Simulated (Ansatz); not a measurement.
Input for Ansatz (a program for electronic structure): R-PBE/def2-TZVPPD on H5NSi (SMILES N[SiH3]) with ghost functions, monomers drawn apart or pushed together. Files ending in .json are basis or fitting sets from the Basis Set Exchange.

Ansatz 0.2 input:
```yaml
crystal:
  periodic: [false, false, false]
  atoms:
    - {symbol: N, position_ang: [0.90593369, -0.37906247, 0.20636349]}
    - {symbol: Si, position_ang: [-0.65187875, 0.32617678, -0.00569598]}
    - {symbol: H, position_ang: [1.67970761, -0.06614599, -0.35850819]}
    - {symbol: H, position_ang: [1.21718695, -0.64689002, 1.12679644]}
    - {symbol: H, position_ang: [-0.84033118, 1.67411415, 0.59908351]}
    - {symbol: H, position_ang: [-0.88567940, 0.45438891, -1.46268560]}
    - {symbol: H, position_ang: [-1.66176559, -0.56852935, 0.60476032]}
basis:
  gaussian:
    orbitals: def2-TZVPPD.json
    ghost_atoms:
      - {symbol: C, position_ang: [0.18135588, -0.08339062, 3.45076693]}
      - {symbol: H, position_ang: [1.23151825, -0.37421636, 3.46672853]}
      - {symbol: H, position_ang: [0.07294289, 0.86808050, 2.93230838]}
      - {symbol: H, position_ang: [-0.40528921, -0.84734065, 2.94175763]}
      - {symbol: H, position_ang: [-0.17675508, 0.01949651, 4.47397351]}
hamiltonian:
  xc: {name: PBE}
scf: {lower_state_search: off}
```

The log:

```
WARN ansatz: RAYON_NUM_THREADS=1 ignored (pool sized by the plan → 1); use --threads N
Functional definition: PBE
these checks for a lower state are left out or cut short: stability, starts, cluster_reference, orbital_swaps, neighbouring_geometries, increment
integrals: 0.18 GiB planned
1143 factors; their error is unknown
mean field: 1.39 GiB planned
mean field evaluation 1: about -9435.2836 eV, gradient 6.9e1 eV
mean field evaluation 2: about -9400.5086 eV, gradient 1.2e2 eV
mean field evaluation 4: about -9444.2842 eV, gradient 4.0e0 eV
mean field evaluation 8: about -9444.3395 eV, gradient 5.0e-2 eV
mean field evaluation 16: about -9444.3223 eV, gradient 1.2e-5 eV
mean field -9444.32233326 eV, -347.0724441555 hartree, gradient 4.6e-6 eV, S^2 0.000000; 0 other end points of the search recorded, 0 dependent functions left out
reference -9444.32237901 eV, -347.0724458369 hartree; 13, 13 occupied and 262, 262 virtual orbitals, 1143 factors
Total energy: -9444.32237901 eV, -347.0724458369 hartree
Checks for a lower state left out: stability, starts, cluster_reference, orbital_swaps, neighbouring_geometries, increment
```

Self-consistency was reached.

Cost: about 2.8 core-seconds (a rough figure).
